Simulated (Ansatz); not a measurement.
Geometry optimisation, Ansatz, RKS PBE-D4/6-31G*.

The input (input.yaml):

```yaml
crystal:
  periodic: [false, false, false]
  atoms:
    - { symbol: B, position_ang: [-0.0633, 0.1503, 1.5862] }
    - { symbol: C, position_ang: [0.4409, -0.5426, 0.3155] }
    - { symbol: C, position_ang: [0.0546, -0.1616, -0.8931] }
    - { symbol: C, position_ang: [-0.1893, 0.2172, -2.059] }
    - { symbol: S, position_ang: [-0.7027, 0.6644, -3.5511] }
    - { symbol: H, position_ang: [-0.8631, 1.1169, 1.4583] }
    - { symbol: H, position_ang: [0.2455, -0.1522, 2.6571] }
    - { symbol: H, position_ang: [1.1696, -1.3496, 0.4302] }
basis:
  gaussian: { orbitals: "6-31G*" }
hamiltonian:
  xc: pbe
  dispersion: d4
relax:
  f_tol: 0.02
  max_steps: 50
output:
  orbitals: {}
```

Command:

```bash
$ ansatz run input.yaml --threads 2 --pin off --max-ram 3072MiB --backend cpu --events-out ev --progress --plain --runs-dir out
```

Task: Where does it end, and by what steps?

Result: The forces met the threshold. After 6 steps the energy has fallen by 0.219 eV; C3 moved furthest, 0.07 Å.

```tsv
step	energy less start (eV)	largest force component (eV/Å)	accepted
0	0.0000	3.734	yes
1	-0.1441	1.185	yes
2	-0.1691	0.684	yes
3	-0.2152	0.177	yes
4	-0.2187	0.052	yes
5	-0.2194	0.031	yes
6	-0.2194	0.006	yes
```

```xyz
8
Properties=species:S:1:pos:R:3
B -0.095 0.194 1.580
C 0.470 -0.549 0.329
C 0.121 -0.183 -0.917
C -0.251 0.216 -2.076
S -0.704 0.699 -3.522
H -0.871 1.100 1.425
H 0.248 -0.142 2.685
H 1.175 -1.391 0.440
```

Whether the end is a true minimum wasn't checked by a vibrational analysis.

Time of the run: 9.3 s on 2 threads of Intel(R) Xeon(R) Platinum 8375C CPU @ 2.90GHz (Ice Lake) (shared host), peak memory 0.14 GiB.
